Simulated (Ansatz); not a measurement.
Species: C2H9OSi2, net charge 0, doublet state. It need not be the lowest isomer of its formula. 
Geometry from a B3LYP-D3(BJ)/def2-TZVP (Ansatz, an electronic-structure program) optimisation:
SMILES: [SiH](C)O[SiH2]C
```xyz
14

C      2.7889     0.4823     0.3932
Si     1.5085    -0.7697    -0.1636
O      0.0156    -0.1146     0.0567
Si    -1.6035    -0.2445    -0.1997
C     -2.4291     1.3329     0.3460
H      3.7966     0.1023     0.2143
H      2.6662     1.4150    -0.1652
H      2.6886     0.7039     1.4566
H      1.6840    -1.0875    -1.6151
H     -2.1273    -1.3989     0.5709
H     -1.8515    -0.4911    -1.6422
H     -3.5094     1.2726     0.1925
H     -2.0532     2.1868    -0.2208
H     -2.2472     1.5204     1.4060
```
Charge 0, spin multiplicity 2.

Basis-set convergence of Hartree-Fock and CCSD(T) correlation energies (hartree) with Ansatz. Correlated levels leave the core frozen unless marked. UHF or UKS for open shells. No spin-orbit coupling. Non-relativistic.

```tsv
basis	functions	E(HF)	E(corr, CCSD(T))
cc-pV(D+d)Z	133	-733.78872	-0.73947
cc-pV(T+d)Z	294	-733.87767	-0.90649
cc-pV(Q+d)Z	563	-733.89703	-0.95945
```

Extrapolating the two largest sets (X = 3 and 4) as X^-3: E(corr) = (64·(-0.95945) - 27·(-0.90649))/37 = -0.9981 Eh, an estimate of the basis-set limit. The largest set recovers 96.1 % of it, the smallest 74.1 %.
